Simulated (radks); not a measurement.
Values are calculated unless marked as measured or tabulated.
All-electron atom: the caesium ion Cs11+ in [Ar] 3d9 4s2 4p6 4d9 (not the ground configuration).

Code: a radial shooting solver on a logarithmic mesh with Libxc functionals. Model: scalar-relativistic Kohn-Sham, LDA (Slater exchange, Perdew-Wang correlation), spin-polarised, spherical densities, finite nucleus; open shells are filled with parallel spins first (spin-orbit coupling, left out, can overturn this in heavy ions); Fermi nuclear charge, rms radius 4.8041 fm.

Energy parts (hartree):
part                       energy
total                  -7719.4094
kinetic                 8134.1132
electron-nucleus      -18348.7088
Hartree                 2672.8543
exchange-correlation    -177.6681

Orbitals (lengths in bohr, moments of r in powers of bohr):
1s up: occ. 1; eigenvalue (hartree) -1322.924; <r> 0.02613
1s down: occ. 1; eigenvalue (hartree) -1322.921; <r> 0.02613
2s up: occ. 1; eigenvalue (hartree) -215.0150; <r> 0.1122
2s down: occ. 1; eigenvalue (hartree) -214.9036; <r> 0.1122
2p up: occ. 3; eigenvalue (hartree) -193.9102; <r> 0.09821
2p down: occ. 3; eigenvalue (hartree) -193.8218; <r> 0.09818
3s up: occ. 1; eigenvalue (hartree) -50.95144; <r> 0.2973
3s down: occ. 1; eigenvalue (hartree) -50.83545; <r> 0.2975
3p up: occ. 3; eigenvalue (hartree) -44.16581; <r> 0.2946
3p down: occ. 3; eigenvalue (hartree) -44.04847; <r> 0.2948
3d up: occ. 5; eigenvalue (hartree) -34.29395; <r> 0.2700
3d down: occ. 4; eigenvalue (hartree) -34.15556; <r> 0.2703
4s up: occ. 1; eigenvalue (hartree) -15.01102; <r> 0.6739
4s down: occ. 1; eigenvalue (hartree) -14.94835; <r> 0.6747
4p up: occ. 3; eigenvalue (hartree) -12.75886; <r> 0.7089
4p down: occ. 3; eigenvalue (hartree) -12.69853; <r> 0.7099
4d up: occ. 5; eigenvalue (hartree) -9.45049; <r> 0.7666
4d down: occ. 4; eigenvalue (hartree) -9.39282; <r> 0.7685

The highest occupied level is 4d down at -255.59 eV. Spin moment in Bohr magnetons: 2.
